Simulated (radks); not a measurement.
Task: The table gives one normalised radial function P(r) = r R(r) of Rh3+ in [Kr] 4d5 5s0.5 5p0.5 (r in bohr). All-electron calculation, scalar-relativistic Kohn-Sham, PBE, spin-polarised, spherical densities, finite nucleus; open shells are filled with parallel spins first (spin-orbit coupling, left out, can overturn this in heavy ions); Fermi nuclear charge, rms radius 4.4945 fm. Program: a radial shooting solver on a logarithmic mesh with Libxc functionals.

r,P
0.001491,0.0013
0.002279,0.0029
0.003482,0.0061
0.005363,0.0132
0.008196,0.0276
0.01252,0.0564
0.01929,0.1113
0.02948,0.1999
0.04504,0.3148
0.06938,0.3928
0.106,0.2854
0.162,-0.1139
0.2495,-0.5640
0.3813,-0.3981
0.5827,0.4938
0.8975,1.1141
1.371,0.7718
2.096,0.2238
3.228,0.0211
4.933,0.0004
7.537,0.0000

Which n and l does it have? It may be an empty orbital.

Result: n = 4, l = 1: the number of nodes gives n - l - 1 = 2, the rise at small r (about r^(l+1), flatter next to the nucleus through relativity) gives l, and the extent must fit the shell. The curve is that of 4p down; the table hardly tells the two spins apart. 4p down: eigenvalue -88.565 eV, 2 radial nodes at r = 0.147, 0.471 bohr, <r> = 1.05 bohr, 90 % of the charge inside 1.55 bohr.
